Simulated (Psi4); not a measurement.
Psi4 was given this input:
```
memory 2 GB

molecule mol {
0 2
C    -1.462276   -1.385676   -0.241229
Ge    0.023470   -0.181358    0.511144
C     1.791753   -0.923851   -0.227615
Cl   -0.227278    1.623771   -0.662841
H    -2.441708   -0.973166   -0.024113
H    -1.387759   -2.382265    0.179661
H    -1.317974   -1.427427   -1.316897
H     1.659925   -1.039164   -1.299545
H     2.608376   -0.236180   -0.035796
H     2.014982   -1.885293    0.221440
}

set {
  basis def2-svp
  reference uhf
}

energy('scf')
print_variables()
```

Problem. What does this run give for the number of basis functions, <S^2>, nuclear repulsion energy, dipole moment, total energy?

Solution. 
```yaml
number_of_basis_functions: 108
"<S^2>": 0.756
nuclear_repulsion_energy: 349.7319 Eh
dipole_moment: 2.60 D
total_energy: -5227.309838 Ry
```

These values belong to the state on which the SCF converged, which isn't shown to be the lowest.
